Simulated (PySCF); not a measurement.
Magnetic shielding above rings: a mixed set.

NICS = −σ at a ghost point: NICS(0) at the centroid of the ring atoms, NICS(1) 1 Å to either side along the normal of their mean plane, zz for the tensor component along that normal. Level: GIAO PBE0/pcSseg-1 (PySCF, non-relativistic, gas phase) on the GFN2-xTB geometries, one conformer each. Atom numbers follow the mapped SMILES.

Question: Order these rings by mean NICS(1)zz, lowest (most negative) first (ppm).
A. ring Si2–C3–C5–Si6 in `[F:1][Si@@H:2]1[C:3]([SiH3:4])=[CH:5][Si@@H:6]1[SiH3:7]`
B. ring C6–C7–C8–S9–C10 in `[CH3:1][CH2:2][CH2:3][P@@H:4](=[S:5])[c:6]1[cH:7][cH:8][s:9][cH:10]1`
C. ring C2–C3–P4–C5–C9–N10 in `[CH3:1][c:2]1[cH:3][p:4][c:5]([CH:6]([CH3:7])[CH3:8])[cH:9][n:10]1`
D. ring P4–C7–C8–C9–C10 in `[CH:1]#[C:2][CH2:3][P:4]1(=[N:5][CH3:6])[CH2:7][CH:8]=[CH:9][CH2:10]1`
E. ring P4–C6–C7–S8–C9–C10 in `[CH:1]#[C:2][CH2:3][P:4]1(=[S:5])[CH2:6][CH2:7][S:8][CH2:9][CH2:10]1`

Answer: B (-26.7), C (-24.3), D (-3.7), E (4.5), A (5.6).

```tsv
SMILES	ring	NICS(0)	NICS(1)	NICS(1)zz	HOMA	rms pucker (Å)	ring atoms with four or more neighbours
CCC[P@@H](=S)c1ccsc1	5-membered ring with S; formal bonds all aromatic	-12.4	-11.5	-26.7	0.79	0.00	0
Cc1cpc(C(C)C)cn1	6-membered ring with N and P; formal bonds all aromatic	-6.0	-10.2	-24.3	0.92	0.00	0
C#CCP1(=NC)CC=CC1	5-membered ring with P; formal bonds 1 double, 4 single	-2.2	-2.7	-3.7	–	0.06	3
C#CCP1(=S)CCSCC1	6-membered ring with P and S; formal bonds all single	-3.5	-2.6	4.5	–	0.31	5
F[Si@@H]1C([SiH3])=C[Si@@H]1[SiH3]	4-membered ring with 2 Si; formal bonds 1 double, 3 single	4.5	-2.0	5.6	–	0.00	2
```

NICS(0) gives another order. The isotropic NICS(1) gives the same order. HOMA uses Krygowski's 1993 parameters; it is left out where a ring has a four-coordinate atom, a triple bond, no multiple bond or a kind of bond without parameters. NICS(1) and NICS(1)zz are means over the two faces.
